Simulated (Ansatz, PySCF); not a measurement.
Bond stretch in Cl2 (anion, charge -1), doublet.

UKS-LDA (SVWN5)/6-31G* = unrestricted LDA (SVWN5)/6-31G*, spherical d (PySCF); UHF/aug-cc-pVTZ (Ansatz, a quantum-chemistry and plane-wave program); UKS-B3LYP/6-31G* = unrestricted B3LYP/6-31G*, spherical d in PySCF.

Energies are in mEh, each relative to the lowest point of its own curve near equilibrium.

```tsv
R / Å	UKS-LDA (SVWN5)/6-31G*	UHF	UKS-B3LYP/6-31G*
1.96	81.2	87.0	96.7
2.11	39.4	43.2	50.1
2.27	15.3	16.9	22.0
2.37	7.1	7.8	11.8
2.45	3.2	3.5	6.5
2.59	0.2	0.2	1.5
2.64	0.0	0.0	0.6
2.67	0.0	0.1	0.3
2.75	0.5	0.8	0.0
2.90	2.6	3.5	0.8
3.03	4.9	6.2	2.4
3.32	10.4	10.2	6.7
3.58	14.3	12.6	10.2
4.00	18.2	15.1	13.9
4.35	19.6	16.5	15.6
4.82	19.9	17.8	16.3
5.26	19.2	18.6	18.5
5.77	18.0	19.2	16.3
6.38	16.3	19.7	14.4
7.05	14.5	20.0	12.9
7.88	12.7	20.3	11.4
```

At the longest distance, 7.88 Å, UHF lies highest above its minimum (20.3 mEh) and UKS-B3LYP/6-31G* lowest (11.4 mEh).

The UKS-LDA (SVWN5)/6-31G* curve passes through a maximum at 4.82 Å and then falls by 7.3 mEh up to the last usable point.

The UKS-B3LYP/6-31G* curve passes through a maximum at 5.26 Å and then falls by 7.1 mEh up to the last usable point.

Where the anion isn't bound against loss of the electron, the finite basis alone holds it.
